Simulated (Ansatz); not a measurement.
C4H12Ge (SMILES C[C](C)(C)[GeH3]), singlet, at a GFN2-xTB geometry; CAM-B3LYP/STO-3G run with Ansatz (a program for electronic structure).

Here is a job for Ansatz.
Ansatz 0.2 input:
```yaml
crystal:
  periodic: [false, false, false]
  atoms:
    - {symbol: Ge, position_ang: [0.46067749, 1.06204801, 0.12669895]}
    - {symbol: C, position_ang: [-0.33250695, -0.76656304, -0.09144853]}
    - {symbol: C, position_ang: [-0.54526840, -1.38912251, 1.28414072]}
    - {symbol: C, position_ang: [0.62092744, -1.63364519, -0.90644850]}
    - {symbol: C, position_ang: [-1.66922811, -0.65105376, -0.81596744]}
    - {symbol: H, position_ang: [1.77325686, 1.02052520, 0.84917919]}
    - {symbol: H, position_ang: [0.71116687, 1.72497062, -1.19404141]}
    - {symbol: H, position_ang: [-0.43786689, 1.97264572, 0.90772151]}
    - {symbol: H, position_ang: [-0.97730640, -2.38574086, 1.19286179]}
    - {symbol: H, position_ang: [0.40123205, -1.47487690, 1.81709018]}
    - {symbol: H, position_ang: [-1.22068345, -0.77771783, 1.88185265]}
    - {symbol: H, position_ang: [1.58399317, -1.72153951, -0.40441293]}
    - {symbol: H, position_ang: [0.78683792, -1.19965205, -1.89203244]}
    - {symbol: H, position_ang: [0.21215454, -2.63544972, -1.03884633]}
    - {symbol: H, position_ang: [-1.53507939, -0.20214585, -1.79970853]}
    - {symbol: H, position_ang: [-2.36130886, -0.03026137, -0.24773062]}
    - {symbol: H, position_ang: [-2.12162005, -1.63398667, -0.94795695]}
basis:
  gaussian:
    orbitals: STO-3G
hamiltonian:
  xc: cam_b3lyp
```

The log (banner, timings and long lists left out):

```
Functional definition: CAM-B3LYP
639 factors; integrals over basis functions are off by at most 2.8e-5 eV
246 factors; integrals over basis functions are off by at most 1.9e-6 eV
mean field evaluation 1: about -60158.0970 eV, gradient 1.2e1 eV
mean field evaluation 2: about -60158.5333 eV, gradient 4.3e0 eV
mean field evaluation 4: about -60158.5965 eV, gradient 2.2e-1 eV
mean field evaluation 8: about -60158.5274 eV, gradient 7.1e-4 eV
mean field -60158.52736885 eV, -2210.7851038909 hartree, gradient 7.3e-5 eV, S^2 0.000000; 0 other end points of the search recorded, 0 dependent functions left out
reference -60158.52747279 eV, -2210.7851077105 hartree; 34, 34 occupied and 16, 16 virtual orbitals, 639 factors
Total energy: -60158.52747279 eV, -2210.7851077105 hartree
```
